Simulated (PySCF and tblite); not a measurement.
Results of a calculation; reference values are marked as such.
**Barrier and rate of a rotation**

System: C₅H₁₀B₂, numbered as in [BH2:1]/[C:2]([BH:3][CH:4]=[CH2:5])=[CH:6]\[CH3:7].

Motion: rotation about the B3–C2 bond (torsion C4–B3–C2–B1 from 0° to 143°, rising). Geometries: GFN2-xTB; energies: PBE/pcSseg-1 + D3(BJ); zero-point and thermal terms from GFN2-xTB harmonic modes (soft modes blended into free rotors). Rates follow Eyring's equation with the number of equivalent paths and no tunnelling. Run with tblite and PySCF.

```tsv
point	symmetry	E(GFN2) kcal/mol	E(DFT) kcal/mol	ZPE change kcal/mol	lowest mode cm⁻¹	dipole D
start	Cs	0.0	0.0	0.00	40	0.47
saddle	C1	2.2	4.0	-0.36	40i	1.29
end	C1	0.8	0.5	-0.16	60	1.94
```

```json
{"Electronic barrier": "4.0 kcal/mol", "Barrier with zero-point energy": "3.7 kcal/mol", "ΔH‡ (298 K)": "3.4 kcal/mol", "ΔS‡ (298 K, symmetry apart)": "-1.7 cal/(mol K)", "Paths": "2 equivalent paths", "End point": "a different minimum", "Mean lifetime of the start against this motion at 298 K": "57 ps", "Cost": "110 s on 1 thread of Arm Neoverse V1, shared host (rough), peak memory 0.66 GiB, launched as `OMP_NUM_THREADS=1 python ens_run.py task.json out`"}
```

```json
{"T/K": "150", "ΔG‡ kcal/mol": "3.8", "k s⁻¹": "1.8×10⁷", "ΔG kcal/mol": "0.3", "k back s⁻¹": "2.4×10⁷"}
{"T/K": "200", "ΔG‡ kcal/mol": "3.8", "k s⁻¹": "5.5×10⁸", "ΔG kcal/mol": "0.2", "k back s⁻¹": "4.8×10⁸"}
{"T/K": "250", "ΔG‡ kcal/mol": "3.9", "k s⁻¹": "4.4×10⁹", "ΔG kcal/mol": "0.1", "k back s⁻¹": "3×10⁹"}
{"T/K": "298", "ΔG‡ kcal/mol": "3.9", "k s⁻¹": "1.7×10¹⁰", "ΔG kcal/mol": "0.1", "k back s⁻¹": "9.7×10⁹"}
{"T/K": "350", "ΔG‡ kcal/mol": "3.9", "k s⁻¹": "5.1×10¹⁰", "ΔG kcal/mol": "0.0", "k back s⁻¹": "2.4×10¹⁰"}
{"T/K": "400", "ΔG‡ kcal/mol": "4.0", "k s⁻¹": "1.1×10¹¹", "ΔG kcal/mol": "-0.1", "k back s⁻¹": "4.7×10¹⁰"}
{"T/K": "500", "ΔG‡ kcal/mol": "4.1", "k s⁻¹": "3.5×10¹¹", "ΔG kcal/mol": "-0.3", "k back s⁻¹": "1.2×10¹¹"}
```

ΔG and ΔG‡ leave out symmetry numbers and mirror images; rates count paths: 2 out, 1 back.
